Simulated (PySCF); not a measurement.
**Peak assignment**

Geometry:
```
atom   x (Å)   y (Å)   z (Å)
  N1  -2.273   1.495   0.534
 Si2  -1.320   0.207  -0.104
  N3  -1.375  -1.031   1.090
  C4   0.494   0.776  -0.175
  O5   1.268  -0.352  -0.536
 Si6   2.661  -0.882   0.077
  H7  -2.267   2.383   0.061
  H8  -3.209   1.282   0.839
  H9  -1.710  -0.233  -1.460
 H10  -2.251  -1.479   1.305
 H11  -0.635  -1.713   1.071
 H12   0.829   1.179   0.782
 H13   0.658   1.551  -0.927
 H14   2.761  -2.150  -0.632
 H15   3.782   0.023  -0.204
 H16   2.580  -1.045   1.534
```

PySCF 2.14 calculation with GIAO PBE0/pcSseg-1 shieldings and geometry: GFN2-xTB; rapidly exchanging positions averaged, relativity neglected, in vacuum, a single conformation.

Shifts are taken against calculated references (same method and geometry level): ¹H (σ = 31.72 ppm) against TMS.

Assign these signals to the numbered atoms. ¹H NMR (400 MHz, computed): δ 5.59 (t, 1H), 4.89 (s, 3H), 3.54 (d, 2H), 0.31 (br s, 4H).

## Answers


| δ (ppm) | atoms | environment | reason |
| --- | --- | --- | --- |
| 5.59 | H9 | hydrogen on a silicon bonded to C, 2 N | – |
| 4.89 | H14/H15/H16 | hydrogen on a silicon bonded to O | – |
| 3.54 | H12/H13 | hydrogen on an sp3 CH2 bonded to O and Si | its carbon carries O, an electronegative neighbour |
| 0.31 | H7/H8/H10/H11 | hydrogen on a nitrogen bonded to Si | labile proton, position sensitive to the medium |

OH/NH shifts are gas-phase values; hydrogen bonding in solution moves them, usually downfield. No couplings were computed; multiplicities are counted from neighbouring protons, with m where these are inequivalent, close in shift, in a saturated or five-membered ring or joined by F or P, and br s for small geminal =CH2 splittings.
